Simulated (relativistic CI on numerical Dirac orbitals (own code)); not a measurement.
## Mo2+: resonant inelastic scattering at the M2,3 edge

Computed with this model: Dirac-Coulomb-Breit CI, separate exchange-only KLI orbitals for each configuration, model QED, valence Slater integrals scaled by 0.9, Kramers-Heisenberg scattering through one core-hole configuration in a parametric crystal field; configurations [Kr] 4d4 → [Ne] 3s2 3p5 3d10 4s2 4p6 4d5; 300 K; core-hole width 1.2 eV; summed over polarisations. Incident energies are the highest absorption maxima for each field (at most a few, so the weaker spin-orbit partner edge can be absent), on the computed scale of the free ion. Intensities are in per cent of the strongest line above 0.02 eV; levels within 1 cm⁻¹ are merged; final levels count from the ground level, the first row holds all elastic scattering, lines under 0.4 are left out and each table stops after 24 rows. The scale of the Slater integrals is a model choice and moves the terms in proportion.

Field parameters in Wybourne normalisation: Oh B⁴₀ = 21Dq, B⁴₄ = √(5/14) B⁴₀. The field is a parameter set, without covalency.

S is read from ⟨S²⟩ = S(S + 1).

Oh, 10Dq = 4700 cm⁻¹:

```
Final level (eV)  Degeneracy  Irrep     S  396.5 eV  398.3 eV  416.5 eV
           0.000           1     A1  1.99     485.1    1808.6     164.6
           0.009           3     T1  1.99      49.3      73.8      14.2
           0.018           2      E  2.00      46.9      78.3      12.5
           0.024           3     T2  2.00      36.6      83.7      13.5
           0.030           1     A2  2.00      11.7      30.2       4.6
           0.571           3     T2  2.00      95.2      36.0       3.3
           0.575           3     T1  1.99     100.0      30.0       6.3
           0.580           1     A1  1.99      38.6      10.8       4.5
           0.632           3     T1  1.99      40.8      14.7       5.7
           0.634           2      E  1.99      33.3      11.5       4.1
           0.668           3     T2  1.99      15.2       9.9       5.6
           1.294           1     A1  1.00       2.0      29.8       7.5
           1.336           3     T1  1.00       3.5      44.4      18.9
           1.360           3     T2  0.99       1.3      15.6      10.6
           1.368           2      E  1.00       0.9      10.4       5.8
           1.740           3     T2  0.99       0.4       6.7      10.2
           1.743           3     T1  1.00       0.3       6.3       6.7
           1.763           1     A1  1.00       0.8      12.3       1.8
           1.809           3     T1  1.00       2.9      36.3       8.8
           1.849           2      E  0.97       0.6      10.2       5.9
           1.888           3     T2  0.97       1.5      16.6      12.6
           1.890           3     T1  1.01       1.1      15.7       9.1
           1.926           2      E  1.00       1.9      19.6      10.4
           1.934           3     T2  1.00       1.9      17.9      10.2
```

Oh, 10Dq = 10650 cm⁻¹:

| Final level (eV) | Degeneracy | Irrep | S | 398 eV | 416.3 eV |
| --- | --- | --- | --- | --- | --- |
| 0.000 | 1 | A1 | 1.97 | 1983.8 | 155.8 |
| 0.009 | 3 | T1 | 1.98 | 50.8 | 10.1 |
| 0.018 | 2 | E | 1.99 | 89.8 | 12.2 |
| 0.024 | 3 | T2 | 1.99 | 100.0 | 15.8 |
| 0.029 | 1 | A2 | 2.00 | 41.9 | 6.7 |
| 0.639 | 1 | A1 | 1.04 | 46.0 | 10.7 |
| 0.679 | 3 | T1 | 1.03 | 74.1 | 29.8 |
| 0.726 | 3 | T2 | 1.00 | 27.0 | 21.1 |
| 0.733 | 2 | E | 1.01 | 18.7 | 12.8 |
| 1.297 | 1 | A1 | 1.97 | 15.0 | 3.8 |
| 1.300 | 3 | T1 | 1.98 | 40.2 | 6.5 |
| 1.302 | 3 | T2 | 1.99 | 39.1 | 4.2 |
| 1.355 | 2 | E | 1.97 | 16.2 | 5.8 |
| 1.357 | 3 | T1 | 1.98 | 20.5 | 7.6 |
| 1.391 | 3 | T2 | 1.96 | 11.3 | 7.4 |
| 1.576 | 3 | T2 | 0.31 | 6.0 | 4.2 |
| 1.684 | 2 | E | 0.30 | 7.2 | 3.6 |
| 1.767 | 3 | T1 | 1.00 | 11.8 | 8.7 |
| 1.785 | 3 | T2 | 0.97 | 10.2 | 10.0 |
| 1.798 | 1 | A1 | 1.04 | 14.6 | 1.8 |
| 1.835 | 3 | T1 | 1.03 | 46.3 | 9.2 |
| 1.915 | 2 | E | 1.00 | 22.6 | 10.5 |
| 1.927 | 3 | T2 | 0.98 | 28.6 | 13.1 |
| 1.936 | 3 | T1 | 1.03 | 21.2 | 12.2 |

Oh, 10Dq = 16550 cm⁻¹:

| Final level (eV) | Degeneracy | Irrep | S | 397.9 eV |
| --- | --- | --- | --- | --- |
| 0.000 | 1 | A1 | 1.36 | 1117.8 |
| 0.048 | 3 | T1 | 1.43 | 20.8 |
| 0.107 | 2 | E | 1.61 | 16.9 |
| 0.128 | 3 | T2 | 1.60 | 22.5 |
| 0.177 | 1 | A2 | 2.00 | 1.5 |
| 0.234 | 3 | T2 | 1.51 | 20.9 |
| 0.246 | 1 | A1 | 1.74 | 3.0 |
| 0.246 | 3 | T1 | 1.68 | 12.3 |
| 0.257 | 2 | E | 1.51 | 11.4 |
| 1.099 | 3 | T2 | 0.05 | 13.7 |
| 1.223 | 2 | E | 0.04 | 15.5 |
| 1.895 | 1 | A1 | 1.02 | 41.0 |
| 1.922 | 3 | T1 | 1.00 | 30.3 |
| 1.932 | 3 | T2 | 1.00 | 6.7 |
| 1.953 | 3 | T1 | 1.13 | 100.0 |
| 2.026 | 2 | E | 1.17 | 16.4 |
| 2.036 | 3 | T2 | 1.16 | 18.5 |
| 2.045 | 3 | T1 | 1.19 | 13.7 |
| 2.071 | 2 | E | 1.03 | 4.1 |
| 2.075 | 1 | A1 | 0.33 | 7.8 |
| 2.109 | 3 | T2 | 1.16 | 7.7 |
| 2.154 | 1 | A2 | 1.00 | 1.3 |
| 2.203 | 3 | T2 | 1.87 | 13.9 |
| 2.208 | 3 | T1 | 1.91 | 11.9 |

For the first field the strongest loss at the lowest incident energy is the level at 0.57 eV (S = 1.99, against 1.99 in the thermal ground state). Levels of other spin, the first over 8 % at 1.29 eV, appear because spin-orbit coupling of the core hole, and in heavier ions of the valence shell too, mixes spins.
